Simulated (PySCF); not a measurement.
2,3,3-trifluoroprop-1-ene (C3H3F3), SMILES FC(C(F)=C)F. Atoms are numbered in the order given.

```xyz
9

C     -1.6551     0.0144    -0.7517
C     -0.6233     0.4280    -0.0305
F     -0.7178     1.3984     0.8756
C      0.7826    -0.0923    -0.1139
F      0.8755    -1.0301    -1.0731
F      1.1347    -0.6462     1.0652
H     -1.5131    -0.7813    -1.4817
H     -2.6413     0.4615    -0.6182
H      1.4980     0.7212    -0.3343
```

Coordinates come from a PBE0-D3(BJ)/def2-SVP optimisation. One conformer was computed; it need not be the lowest.

All values below come from HF/def2-TZVP (PySCF).

Gas-phase values at a fixed geometry.

Computed frontier levels, gap, dipole moment and polarisability:
```json
{
  "highest_occupied_level": "-10.93 eV",
  "lowest_empty_level": "3.43 eV",
  "orbital_gap": "14.36 eV",
  "dipole_moment": "1.78 D",
  "quadrupole, principal values (traceless, Buckingham form, about the centre of nuclear charge)": "-5.27, -2.11, 7.38 D·Å",
  "mean_static_polarisability": "36.0 bohr³ (5.33 Å³)",
  "polarisability_principal_values": "27.6, 32.9, 47.5 bohr³"
}
```
